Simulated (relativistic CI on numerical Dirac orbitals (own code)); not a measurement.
## Rh⁺: resonant inelastic scattering at the M2,3 edge

Computed with this model: Dirac-Coulomb-Breit CI, KLI orbitals optimised for each configuration, model QED (radiative potential, 1s self-energy scaled to tabulated hydrogen-like ionisation energies), valence Slater integrals scaled by 0.7, Kramers-Heisenberg scattering through one core-hole configuration in a parametric crystal field; configurations [Kr] 4d8 → [Ne] 3s2 3p5 3d10 4s2 4p6 4d9; 10 K; core-hole width 3 eV; summed over polarisations. Incident energies are the highest absorption maxima for each field (at most a few, so the weaker spin-orbit partner edge can be absent), on the computed scale of the free ion. Intensities are in per cent of the strongest line above 0.02 eV; levels within 1 cm⁻¹ are merged; final levels count from the ground level, the first row holds all elastic scattering, lines under 0.4 are left out and each table stops after 24 rows. The scale of the Slater integrals is a model choice and moves the terms in proportion.

Field parameters in Wybourne normalisation: Td as Oh with Dq negative (B⁴₀ = 21Dq, B⁴₄ = √(5/14) B⁴₀). The field is a parameter set, without covalency.

S is read from ⟨S²⟩ = S(S + 1).

Td, 10Dq = -6400 cm⁻¹:

```csv
Final level (eV),Degeneracy,Irrep,S,498.1 eV
0.000,1,A1,1.00,156.6
0.078,3,T1,1.00,100.0
0.202,2,E,0.99,8.0
0.829,3,T2,0.89,7.0
0.880,3,T1,1.00,60.4
0.911,2,E,0.98,1.8
1.285,3,T2,0.37,5.8
1.846,3,T2,0.94,18.9
1.874,2,E,0.92,18.7
1.954,3,T1,1.00,6.3
2.192,3,T2,0.21,1.9
2.256,1,A1,0.18,4.5
2.349,3,T1,0.01,7.1
2.915,2,E,0.04,1.0
```

Td, 10Dq = -6350 cm⁻¹:

```tsv
Final level (eV)	Degeneracy	Irrep	S	498.1 eV
0.000	1	A1	1.00	156.3
0.078	3	T1	1.00	100.0
0.201	2	E	0.99	8.0
0.824	3	T2	0.89	7.0
0.874	3	T1	1.00	60.1
0.906	2	E	0.98	1.8
1.284	3	T2	0.37	5.8
1.841	3	T2	0.93	18.7
1.869	2	E	0.92	18.7
1.949	3	T1	1.00	6.2
2.186	3	T2	0.21	1.9
2.253	1	A1	0.18	4.5
2.344	3	T1	0.01	7.1
2.903	2	E	0.05	1.0
```

For the first field the strongest loss at the lowest incident energy is the level at 0.08 eV (S = 1.00, against 1.00 in the thermal ground state).
